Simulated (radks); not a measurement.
Q: The chromium ion Cr21+, 3 electrons, occupied as [He] 2s1 (the NIST ground configuration). All-electron calculation, non-relativistic Kohn-Sham, LDA (Slater exchange, Perdew-Wang correlation), spin-polarised, spherical densities, point nucleus; open shells are filled with parallel spins first. Program: a radial shooting solver on a logarithmic mesh with Libxc functionals. Some entries of the table are withheld. Estimate them.

| orbital | occ. | eigenvalue (hartree) | <r^2> (bohr^2) |
|---|---|---|---|
| 1s up | 1 | (1) | (2) |
| 1s down | 1 | (3) | (4) |
| 2s up | 1 | -61.33076 | 0.08119 |
| 2s down | 0 | -60.19753 | 0.08181 |

A: 
(1) 1s up eigenvalue (hartree): -262.5050
(2) 1s up <r^2> (bohr^2): 0.005441
(3) 1s down eigenvalue (hartree): -262.2558
(4) 1s down <r^2> (bohr^2): 0.005434
